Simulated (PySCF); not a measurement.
**BeH₃⁻, singlet: computed properties**

These are results of PySCF, PBE0, basis Be def2-TZVPD, H def2-TZVPD (no relativity, density fitting), not measurements.

The structure is a minimum.

```xyz
4
charge -1 multiplicity 1, angstrom
Be    0.0000    0.0000    0.0000
H     1.4258    0.0000    0.0000
H    -0.7129    1.2348    0.0000
H    -0.7129   -1.2348    0.0000
```

* Point group: D3h
* Bond lengths: Be–H 1.426 Å (×3)
* Bond angles: H–Be–H 120.0° (×3)
* Principal polarisabilities: 35.4, 45.3, 45.3 bohr³
* Rotational constants: 5.485, 5.485, 2.743 cm⁻¹
* Dipole moment about the centre of mass: 0.00 D
* Highest occupied level: -1.41 eV
* Zero-point energy: 45.2 kJ/mol
* Entropy at 298.15 K and 1 bar: 192.7 J/(mol K)
* Enthalpy at 298.15 K above 0 K: 10.47 kJ/mol
* Lowest empty level: 3.95 eV
* Principal quadrupole moments (Buckingham, traceless) about the centre of mass: -4.41, -4.41, 8.82 D Å
* Rotational symmetry number: 6
* Heat capacity Cp at 298.15 K: 41.2 J/(mol K)

Harmonic modes (masses in u: Be 9.012, H 1.008):
| symmetry | ω (cm⁻¹) | IR (km/mol, summed over degenerate members) | type |
| --- | --- | --- | --- |
| a2'' | 821 | 422 | bend |
| e' | 847 | 303 | bend |
| a1' | 1675 | 0.0 | stretch |
| e' | 1683 | 1623 | stretch |

In D3h the vibrations span a2'' + 2e' + a1'. The a1' mode carries no infrared intensity, as symmetry demands.

Charges (e); Mulliken and Löwdin values are unreliable with diffuse functions:
```tsv
atom	Mulliken	Löwdin	polar tensor	Mayer order to Be1
Be1	-0.70	-0.41	0.52	–
H2,3,4	-0.10	-0.20	-0.51	0.98
```

Mulliken populations on Be1: s 2.99, p 1.64, d 0.07.

Counting electrons, beryllium keeps none of its valence electrons outside its bonds, so the VSEPR class is AX3 and the expected shape is trigonal planar (D3h), as computed.

This need not be the most stable arrangement of these atoms. The lowest empty level of this anion is unbound, so it and the gap depend on the basis.

The final relaxation and frequency run took 5 s on 2 threads of a shared Arm Neoverse V1 host, with 49 basis functions and 6 gradients; the process peaked at 0.65 GiB. Launch command: `OMP_NUM_THREADS=2 python axn.py task.json out`.
